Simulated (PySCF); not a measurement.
## Calculated data, CH$_{5}$BClGe

Calculation on a computer-drawn molecule: the log of a Hartree-Fock and frozen-core CCSD(T) single point meant for a local Hartree-Fock minimum, with one planted fault or none, to be diagnosed. Offsets are logged minus clean, where the clean run is the same molecule without the fault. The reference is restricted for singlets and unrestricted otherwise, and also for a bond in bohr or an excited solution. Adding or removing an electron swaps singlet and doublet. The excited solution moves the top pair (singlet) or top alpha electron (doublet) to the lowest empty orbital. Highest occupied and lowest empty are orbital energies over both spins, largest force is the largest gradient component, triples share is (T) over the correlation energy, the T1 limit is 0.02 restricted and 0.045 unrestricted, electrons count all cores, a negative frequency is imaginary (commonest isotopes), and the dipole is about the centre of nuclear charge; on germanium a core potential holds 10 electrons, which the energies leave out, and 3d is frozen in MP2 and coupled-cluster steps. Program: PySCF 2.14.0.

CH$_{5}$BClGe

Logged structure:
```xyz
9
CH5BClGe
B     -1.8619     0.2857    -0.3553
Ge    -1.8974     0.1250     1.7056
C     -0.3739     0.9607     2.6001
Cl    -1.8215    -2.0017     2.2534
H     -1.9164     1.2405    -1.0721
H     -3.2291     0.6152     2.2808
H      0.5614     0.5526     2.2150
H     -0.3894     2.0397     2.4314
H     -0.4280     0.7650     3.6715
```

```
meant charge                                : 0
meant multiplicity                          : 2
meant basis                                 : cc-pV(D+d)Z
meant basis and core potential on germanium : cc-pVDZ-PP ECP10MDF
logged electrons                            : 65
logged basis functions                      : 99
logged SCF converged                        : yes
logged spin squared                         : 3.7636
logged highest occupied                     : -8.3291 eV
logged lowest empty                         : -2.226 eV
logged largest force                        : 0.050223 hartree/bohr
logged T1 diagnostic                        : 0.023619
logged D1 diagnostic                        : 0.14421
logged triples share                        : 0.028664
logged CC converged                         : yes
logged dipole magnitude                     : 3.6921 debye
logged SCF stable within its kind           : yes
logged energy HF                            : -818.19493 hartree
logged energy CCSD(T)                       : -818.69165 hartree
possible faults                             : no fault, one electron removed, one electron added, multiplicity raised by two, geometry at a saddle point, SCF held on an excited solution, minimal basis STO-3G, one bond length entered in bohr, all coordinates scaled
planted fault                               : ?
```

Drawn bonds:
```tsv
atom	other atom	order
1	2	1
2	3	1
2	4	1
1	5	1
2	6	1
3	7	1
3	8	1
3	9	1
```

**Q.** Give the missing planted fault for CH$_{5}$BClGe.
**A.** multiplicity raised by two

Further results for CH$_{5}$BClGe:

```
HF energy offset from clean run      : 75.79 kcal/mol
CCSD(T) energy offset from clean run : 78.69 kcal/mol
```
